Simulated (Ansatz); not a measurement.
```yaml
crystal:
  periodic: [false, false, false]
  atoms:
    - {symbol: O, position_ang: [-1.075875, 1.662663, 1.243911]}
    - {symbol: P, position_ang: [-0.349891, 1.428931, -0.183537]}
    - {symbol: O, position_ang: [1.003758, 0.437421, 0.331002]}
    - {symbol: O, position_ang: [-1.088823, 0.199222, -0.801151]}
    - {symbol: In, position_ang: [0.231546, -1.442073, -0.789675]}
    - {symbol: H, position_ang: [-1.467150, 0.855395, 1.604461]}
    - {symbol: H, position_ang: [1.838647, 0.909035, 0.408107]}
    - {symbol: H, position_ang: [1.154655, -1.492214, -2.222909]}
    - {symbol: H, position_ang: [-0.246867, -2.558390, 0.409791]}
basis:
  gaussian: {orbitals: def2-TZVP, final_grid: {core_spheres: 1, valence_spheres: 1, degree: 5}}
hamiltonian: {xc: {name: PBE}}
```

```sh
$ ansatz run in.yaml --threads 4 --pin off --events-out ev --progress --plain --max-ram 10444MiB
```

Output, abridged:

```
Functional definition: PBE
1287 factors; their error is unknown
mean field evaluation 1: about -20647.6993 eV, gradient 1.0e2 eV
mean field evaluation 2: about -20534.5652 eV, gradient 2.3e2 eV
mean field evaluation 4: about -20661.8165 eV, gradient 3.3e1 eV
mean field evaluation 8: about -20663.6723 eV, gradient 4.9e-1 eV
mean field evaluation 32: about -20639.3568 eV, gradient 1.5e-1 eV
mean field -20639.34786940 eV, -758.4820443482 hartree, gradient 7.8e-5 eV, S^2 0.000000; 0 other end points of the search recorded, 0 dependent functions left out
reference -20639.34807468 eV, -758.4820518917 hartree; 32, 32 occupied and 172, 172 virtual orbitals, 1287 factors
Total energy: -20639.34807468 eV, -758.4820518917 hartree
```

(1) What is wrong with this run?

Results:

(1) The integration grid is far too coarse. The calculation finished and met its thresholds. The result belongs to that input, not to the molecule as meant.
